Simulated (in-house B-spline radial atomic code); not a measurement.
Values are calculated unless marked as measured or tabulated.
**Softness against transferability: the 3s channel of Fe**

Fe, [Ar] 3d6 4s2, non-relativistic LDA (VWN5), spherical and spin-unpolarised, from an all-electron radial atomic-structure program (B-spline basis) (atomic units). The all-electron 3s level is ε = -3.360622 hartree, its outermost node lies just inside 0.34 bohr and its outer maximum at 0.71 bohr.

Troullier-Martins pseudo-orbitals are made for several radii. The cutoffs (hartree) are the plane-wave energies beyond which the orbital holds less than the named kinetic energy per electron. The phase error is the difference, pseudo minus all-electron, of arctan(R P'/P) at R = 1.29 bohr for all radii, half a hartree below and above the level.

```csv
r_c (bohr),V_l(0) (hartree),cutoff for 10 mEh,for 1 mEh,for 0.1 mEh,phase error at ε − 0.5 (mrad),at ε + 0.5 (mrad)
0.53,-52.38,153,> 450,> 450,-4.4,-0.8
0.61,-8.67,104,226,> 450,-2.2,-0.4
0.71,8.86,73.9,108,192,-1.5,-0.2
0.8,7.78,72,105,184,-1.7,-0.3
0.89,3.73,62.7,92.5,159,-2.7,-0.4
0.99,0.09,36.3,77.4,131,-5.3,-0.8
```

Problem. Which radius needs the lowest cutoff for 1 mEh while both phase errors stay within 2.8 mrad?

Solution. The radii within that limit are 0.61, 0.71, 0.8, 0.89 bohr; of these r_c = 0.89 needs the least, 92.5 hartree, that is 185 Ry or 2517 eV.
